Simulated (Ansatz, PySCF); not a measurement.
Spin states of Br2OW (SMILES [O]=[W]([Br])[Br]), each relaxed with B3LYP-D3(BJ)/def2-TZVP.
State 1 (charge 0, multiplicity 3):
```xyz
4

W     -0.13325    -0.09752    -0.03621
O     -1.33793    -1.25608    -0.26099
Br    -0.38631     2.08299    -1.09769
Br     1.79951    -0.66253     1.33874
```
State 2 (charge 0, multiplicity 1):
| atom | x (Å) | y (Å) | z (Å) |
|---|---|---|---|
| W | -0.0608 | -0.0278 | -0.0226 |
| O | -1.2594 | -1.1814 | -0.2458 |
| Br | -0.4883 | 2.0425 | -1.1409 |
| Br | 1.7505 | -0.7665 | 1.3533 |

Singlets are restricted, other states unrestricted; no spin–orbit coupling, no relativity up to Kr; see below for the cores. The largest T1 diagnostic is 0.023.

Codes used: Ansatz (a first-principles code) with Gaussian orbitals; PySCF for the dispersion terms. Each number belongs to the level named beside it. In def2 rows elements past Kr take small-core potentials, without spin–orbit coupling.

Question: One of these levels gives 8.35 kcal/mol for the energy of the multiplicity-1 state less that of the multiplicity-3 state. Name it.
A. BHLYP/def2-TZVPP
B. r2SCAN/def2-TZVPP
C. CAM-B3LYP-D3(BJ)/def2-TZVPP
D. BLYP-D3(BJ)/def2-TZVPP

Answer: A, BHLYP/def2-TZVPP. The others give 2.17 (BLYP-D3(BJ)/def2-TZVPP), 9.47 (r2SCAN/def2-TZVPP), 5.82 (CAM-B3LYP-D3(BJ)/def2-TZVPP)
